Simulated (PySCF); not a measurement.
Radial density of Zr²⁺ (zirconium, charge +2)

UHF, [Kr] 4d2, high-spin 3F determinant. Computed with PySCF 2.14 in def2-SVP with the def2 core potential (28 electrons) (5s3p2d1f, 31 functions), with a scalar-relativistic core potential. This is the valence pseudo-density: the core potential removes the inner electrons and smooths the orbitals near the nucleus.

```json
{"r (bohr)": "0.0393", "4πr²ρ (e/bohr)": "1.315e-05", "4πr²(ρα − ρβ)": "0.0000"}
{"r (bohr)": "0.0661", "4πr²ρ (e/bohr)": "3.541e-05", "4πr²(ρα − ρβ)": "0.0000"}
{"r (bohr)": "0.111", "4πr²ρ (e/bohr)": "9.229e-05", "4πr²(ρα − ρβ)": "0.0000"}
{"r (bohr)": "0.187", "4πr²ρ (e/bohr)": "0.0004794", "4πr²(ρα − ρβ)": "0.0001"}
{"r (bohr)": "0.314", "4πr²ρ (e/bohr)": "0.01713", "4πr²(ρα − ρβ)": "0.0020"}
{"r (bohr)": "0.529", "4πr²ρ (e/bohr)": "0.6348", "4πr²(ρα − ρβ)": "0.0369"}
{"r (bohr)": "0.889", "4πr²ρ (e/bohr)": "6.376", "4πr²(ρα − ρβ)": "0.3923"}
{"r (bohr)": "1.50", "4πr²ρ (e/bohr)": "6.760", "4πr²(ρα − ρβ)": "1.1077"}
{"r (bohr)": "2.52", "4πr²ρ (e/bohr)": "1.114", "4πr²(ρα − ρβ)": "0.6290"}
{"r (bohr)": "4.23", "4πr²ρ (e/bohr)": "0.05654", "4πr²(ρα − ρβ)": "0.0542"}
{"r (bohr)": "7.12", "4πr²ρ (e/bohr)": "0.0004530", "4πr²(ρα − ρβ)": "0.0005"}
```

Energies and moments cover only the electrons outside the core potential.
